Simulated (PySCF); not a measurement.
# Electron correlation in Cl³⁺ (chlorine, charge +3)

[Ne] 3s2 3p2, high-spin 3P determinant. Computed with PySCF 2.14 in x2c-SVPall (4s3p1d, 18 functions), with the spin-free X2C one-electron Hamiltonian (Gaussian nucleus). Frozen: [Ne]; 4 electrons correlated.

MP2 pair energies summed by pair of shells (mhartree):

```tsv
pair	energy	share (%)
3s-3p	-34.52	60.8
3s-3s	-16.30	28.7
3p-3p	-5.97	10.5
```

Total MP2 correlation energy: -56.78 mhartree.

Same-spin part -8.86 and opposite-spin part -47.92 mhartree; SCS-MP2 scales them by 1/3 and 6/5 to -60.46 mhartree.

```json
{"level": "CCSD", "correlation energy (mhartree)": "-79.00"}
{"level": "(T)", "correlation energy (mhartree)": "-0.80"}
{"level": "CCSD(T)", "correlation energy (mhartree)": "-79.80"}
```

Diagnostics: T1 = 0.0061, D1 = 0.0164, largest double amplitude 0.103.

Cost of the coupled-cluster step: 0.08 s of wall time on 1 thread of Neoverse-V1 (shared host), for 4 correlated electrons.
